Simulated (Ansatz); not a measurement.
`O[SiH2][BH][GeH3]` + `BO` → `B[O][GeH3]` + `B[SiH2]O` at 298.15 K and 1 bar (cleavage of the Ge–B bond).

Isolated molecules relaxed with PBE0-D4/def2-TZVP in Ansatz; ΔE leaves out vibrations. CCSD(T)/CBS is the MP2 limit (def2-TZVPP, def2-QZVPP) plus CCSD(T) − MP2 in def2-TZVPP, frozen cores. This one scheme is used for every species. For Ge outer-core shells are correlated without core-valence functions, which leaves a few kJ/mol of doubt a bond. Scalar relativity is left out up to krypton. One conformer a species, not always the lowest.

```
            species  CCSD(T)/CBS energy (Eh)  H − E (kJ/mol)  S (J/(mol·K))
`O[SiH2][BH][GeH3]`              -2469.36569           196.7          377.6
               `BO`               -101.80414           103.5          230.4
       `B[O][GeH3]`              -2179.12438           144.5          304.9
         `B[SiH2]O`               -392.05150           149.3          299.9
```

H − E and S are ideal-gas, rigid-rotor, harmonic terms from PBE0-D4/def2-TZVP, for one conformer and one mirror image of each species. 1 Eh = 2625.50 kJ/mol, R = 8.31446 J/(mol·K).

Problem. By hand: ΔE, ΔH, ΔS and ΔG.

Solution. ΔE = (-2179.12438) + (-392.05150) − (-2469.36569) − (-101.80414) = -0.00605 Eh = -15.9 kJ/mol. Δ(H − E) = 144.5 + 149.3 − 196.7 − 103.5 = -6.4, so ΔH = -22.3 kJ/mol. ΔS = 304.9 + 299.9 − 377.6 − 230.4 = -3.2 J/(mol·K). ΔG = -22.3 − 298.15 × (-3.2)/1000 = -21.3 kJ/mol.

Problem. By hand: the equilibrium constant, and the temperature at which ΔG would vanish if ΔH and ΔS stayed fixed.

Solution. log₁₀ K = −ΔG/(RT ln 10) = 3.7. ΔG = 0 at ΔH/ΔS = 6969 K, far beyond where these terms or the molecules hold.

The number of gas molecules stays the same, so ΔS is small and ΔH decides. A doubt of 5 kJ/mol in ΔE shifts log₁₀ K by 0.9 here. Other conformers and mirror images would add mixing entropy, several J/(mol·K) or more a flexible species. Modes under 60 cm⁻¹, often nearly free rotors, make the harmonic entropy too high. These are equilibria of isolated gas molecules and say nothing of rates. Largest T1 diagnostic: 0.014 (customary marks: 0.02 for closed shells, 0.045 for open ones).
